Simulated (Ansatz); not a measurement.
## A relaxation, step by step

GeSiH6I, doublet, PBE0-D4/def2-TZVP (Ansatz 0.2.0). Settings:

```yaml
hamiltonian: {xc: pbe0, dispersion: d4}
relax: {f_tol: 0.005, max_steps: 200}
```

Start, a step off a saddle point along its unstable mode:

```tsv
atom	x (Å)	y (Å)	z (Å)
I1	-2.6204	-0.0516	0.6668
Si2	-0.0750	0.8600	-0.8538
Ge3	0.4268	-0.8892	0.7726
H4	1.1957	0.5927	-1.5904
H5	-1.1571	0.8119	-1.9348
H6	0.0170	2.2675	-0.2099
H7	1.9380	-0.4910	0.7249
H8	0.0178	-0.8134	2.2389
H9	0.2571	-2.2871	0.1856
```

| step | energy less the last (meV) | largest force component (eV/Å) |
| --- | --- | --- |
| 1 | 314.1 | 1.100 |
| 2 | 230.5 | 0.300 |
| 3 | 219.1 | 0.114 |
| 4 | 208.2 | 0.129 |
| 5 | 196.5 | 0.203 |
| 6 | 180.5 | 0.217 |
| 7 | 144.9 | 0.117 |
| 8 | 133.6 | 0.399 |
| 9 | 114.7 | 0.260 |
| 10 | 88.8 | 0.226 |
| 11 | 68.5 | 0.149 |
| 12 | 41.0 | 0.271 |
| 13 | 22.6 | 0.229 |
| 14 | 15.9 | 0.272 |
| 15 | 9.8 | 0.184 |
| 16 | 3.6 | 0.017 |
| 17 | 2.4 | 0.015 |
| 18 | 1.5 | 0.078 |
| 19 | 0.6 | 0.032 |
| 20 | 0.4 | 0.003 |
| 21 | 0.2 | 0.009 |
| 22 (rejected trial) | 1.3 | 0.061 |
| 23 | 0.1 | 0.001 |
| 24 | 0.0 | 0.004 |
| 25 (rejected trial) | 0.0 | 0.008 |
| 26 | 0.0 | 0.002 |

Step 6, positions (Å) and forces (eV/Å):

```
atom       x       y       z      Fx      Fy      Fz
  I1  -2.831   0.051   0.874  -0.022  -0.013   0.080
 Si2   0.061   0.869  -0.911   0.019  -0.024   0.061
 Ge3   0.540  -0.854   0.704   0.015   0.023  -0.217
  H4   1.334   0.986  -1.680  -0.043   0.029  -0.007
  H5  -1.039   0.497  -1.833   0.067   0.037  -0.011
  H6  -0.220   2.157  -0.230   0.001   0.019  -0.063
  H7   2.076  -0.816   0.827   0.013  -0.018   0.059
  H8  -0.037  -0.677   2.114  -0.062   0.007   0.045
  H9   0.115  -2.213   0.135   0.013  -0.060   0.053
```

Step 19, positions (Å) and forces (eV/Å):

```tsv
atom	x	y	z	Fx	Fy	Fz
I1	-2.747	-0.358	2.248	0.009	-0.003	-0.002
Si2	0.283	0.914	-1.134	0.006	-0.014	-0.004
Ge3	0.476	-0.803	0.498	-0.032	0.012	0.023
H4	1.479	0.896	-2.015	0.012	0.005	-0.012
H5	-0.937	0.673	-1.942	-0.006	-0.003	-0.004
H6	0.188	2.226	-0.447	0.000	0.005	0.010
H7	1.630	-0.606	1.493	-0.003	-0.004	-0.005
H8	-0.884	-0.715	1.373	0.011	-0.005	-0.003
H9	0.513	-2.227	-0.075	0.003	0.007	-0.002
```

Step 24, positions (Å) and forces (eV/Å):

```
atom       x       y       z      Fx      Fy      Fz
  I1  -2.713  -0.451   2.387  -0.001   0.000   0.001
 Si2   0.303   0.920  -1.160  -0.002  -0.002  -0.001
 Ge3   0.444  -0.785   0.491  -0.002   0.004   0.002
  H4   1.524   0.891  -2.007   0.001   0.000   0.000
  H5  -0.895   0.678  -2.001   0.000   0.001  -0.001
  H6   0.194   2.237  -0.485   0.000   0.001   0.001
  H7   1.587  -0.592   1.499   0.000  -0.002   0.001
  H8  -0.924  -0.687   1.351   0.004   0.000  -0.002
  H9   0.481  -2.212  -0.076   0.000   0.000   0.000
```

Last step (26):

```json
{"atom": "I1", "x (Å)": "-2.7111", "y (Å)": "-0.4586", "z (Å)": "2.3965"}
{"atom": "Si2", "x (Å)": "0.3045", "y (Å)": "0.9205", "z (Å)": "-1.1617"}
{"atom": "Ge3", "x (Å)": "0.4416", "y (Å)": "-0.7833", "z (Å)": "0.4910"}
{"atom": "H4", "x (Å)": "1.5281", "y (Å)": "0.8926", "z (Å)": "-2.0050"}
{"atom": "H5", "x (Å)": "-0.8906", "y (Å)": "0.6765", "z (Å)": "-2.0068"}
{"atom": "H6", "x (Å)": "0.1916", "y (Å)": "2.2379", "z (Å)": "-0.4881"}
{"atom": "H7", "x (Å)": "1.5859", "y (Å)": "-0.5938", "z (Å)": "1.4979"}
{"atom": "H8", "x (Å)": "-0.9250", "y (Å)": "-0.6814", "z (Å)": "1.3516"}
{"atom": "H9", "x (Å)": "0.4748", "y (Å)": "-2.2106", "z (Å)": "-0.0755"}
```

Time: 43 s of wall clock on 4 CPU threads of an AMD EPYC 7R13 and a share of one NVIDIA H100; the host was shared. Peak host memory: 0.95 GiB.
